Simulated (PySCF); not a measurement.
# Worked example: entropy of an ideal gas

BHClBr, SMILES ClBBr.

The structure is a stationary point at PBE-D3(BJ)/def2-TZVP.

PBE-D3(BJ)/def2-TZVP (PySCF 2.14.0) gives the harmonic wavenumbers 228, 633, 729, 851, 1030, 2638 cm⁻¹ and the rotational temperatures 2.0724, 0.0957, 0.0915 K. The molar mass is 127.17 g/mol, the symmetry number 1, the spin multiplicity 1.

Work out the entropy at 298.15 K and 1 atm in the rigid-rotor, harmonic-oscillator model.


Translation (Sackur–Tetrode at 1 atm): S = R[1.5 ln M + 2.5 ln T − 1.16487] = 169.2 J/(mol K).
Rotation: q = (√π/σ) T^1.5/√(θA θB θC) = 67700, S = R[ln q + 3/2] = 105.0 J/(mol K).
Vibration: with u = 1.4388 ν/T, each mode gives R[u/(e^u − 1) − ln(1 − e^−u)]:
```tsv
ν (cm⁻¹)	modes	u	S (J/(mol K))
228	1	1.10	7.93
633	1	3.05	1.66
729	1	3.52	1.14
851	1	4.11	0.71
1030	1	4.97	0.35
```
The stiffer modes add less than 0.005 each. Sum 11.8 J/(mol K).
Spin: R ln 1 = 0.0 J/(mol K).
Total 285.9 J/(mol K); the program's own thermochemistry gives 285.9. Translation makes up 59 % and vibration 4 %. Anharmonicity, hindered rotation and orbital degeneracy are left out.
